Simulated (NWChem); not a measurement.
System meant: C$_{2}$HAlN$_{2}$O$_{2}$; SMILES O=C=[N][AlH][N]=C=O

NWChem input:

```
start job
memory heap 200 mb stack 900 mb global 1100 mb
geometry units angstroms noautoz
  Al    -1.141109     0.006657     0.000000
  H     -2.715044     0.009198     0.000000
  N     -0.217983     0.006117    -1.520730
  C      0.409424     0.000516    -2.560139
  O      1.017210    -0.005019    -3.572752
  N     -0.217983     0.006117     1.520730
  C      0.409424     0.000516     2.560139
  O      1.017210    -0.005019     3.572752
end
basis spherical
  Al library def2-svp
  H library def2-svp
  N library def2-svp
  C library def2-svp
  O library def2-svp
end
dft
  odft
  mult 2
  xc b3lyp
  iterations 150
  mulliken
end
task dft energy
```

End of the output:

```
 Summary of "ao basis" -> "" (spherical)
 ------------------------------------------------------------------------------
       Tag                 Description            Shells   Functions and Types
 ---------------- ------------------------------  ------  ---------------------
 Al                         def2-svp                 8       18   4s3p1d
 H                          def2-svp                 3        5   2s1p
 N                          def2-svp                 6       14   3s2p1d
 C                          def2-svp                 6       14   3s2p1d
 O                          def2-svp                 6       14   3s2p1d

                                 NWChem DFT Module
                                 -----------------

 Summary of "ao basis" -> "ao basis" (spherical)
 ------------------------------------------------------------------------------
       Tag                 Description            Shells   Functions and Types
 ---------------- ------------------------------  ------  ---------------------
 Al                         def2-svp                 8       18   4s3p1d
 H                          def2-svp                 3        5   2s1p
 N                          def2-svp                 6       14   3s2p1d
 C                          def2-svp                 6       14   3s2p1d
 O                          def2-svp                 6       14   3s2p1d

      Symmetry analysis of basis
      --------------------------

        a'         59
        a"         48

  number of electrons :                   56
  multiplicity        :                    2
 ------------------------------------------------------------------------
  no. of electrons and multiplicity not compatible                  56
 ------------------------------------------------------------------------
 ------------------------------------------------------------------------
  current input line :
    27: task dft energy
 ------------------------------------------------------------------------
 ------------------------------------------------------------------------
 There is an error in the input file
 ------------------------------------------------------------------------
 For more information see the NWChem manual at https://nwchemgit.github.io

0: no. of electrons and multiplicity not compatible:Received an Error in Communication
```

What is wrong, and how is it mended?

The input was rejected before any calculation. Cause: the multiplicity doesn't fit the number of electrons (an even count wants an odd multiplicity, and the reverse). This input runs:
```
start job
memory heap 200 mb stack 900 mb global 1100 mb
geometry units angstroms noautoz
  Al    -1.141109     0.006657     0.000000
  H     -2.715044     0.009198     0.000000
  N     -0.217983     0.006117    -1.520730
  C      0.409424     0.000516    -2.560139
  O      1.017210    -0.005019    -3.572752
  N     -0.217983     0.006117     1.520730
  C      0.409424     0.000516     2.560139
  O      1.017210    -0.005019     3.572752
end
basis spherical
  * library def2-svp
end
dft
  xc b3lyp
  iterations 150
  mulliken
end
task dft energy
```
It converges to -579.00529 Ha (B3LYP/def2-SVP).
